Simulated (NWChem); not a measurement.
## FIn in NWChem

```xyz
2

In     0.0000     0.0000    -0.3111
F      0.0000     0.0000     1.6938
```
Charge 0, spin multiplicity 1.

Program: NWChem. The geometry was optimised at B3LYP/def2-SVP with def2 effective core potentials on In, a minimum by its harmonic frequencies.

Symmetry labels belong to the abelian group C2v used in the runs, with the axes of the coordinates shown; states degenerate in a higher group split over its labels.

Effective core potentials replace the inner electrons of In; spin-orbit coupling is left out. The correlated methods keep 5 core orbitals frozen. The structure started from a generated list of species.

### Question
List the 4 singlet excitations that EOM-CCSD/def2-SVPD with def2 effective core potentials on In, 5 core orbitals frozen gives, with oscillator strengths.

### Answer
| state | symmetry | energy (eV) | wavelength (nm) | f |
|---|---|---|---|---|
| 1 | b2 | 5.33 | 233 | 0.312 |
| 2 | b1 | 5.33 | 233 | 0.312 |
| 3 | a1 | 6.91 | 179 | 0.513 |
| 4 | a2 | 7.42 | 167 | 0.000 |
These are the lowest roots of each symmetry, so higher states are missing between them.
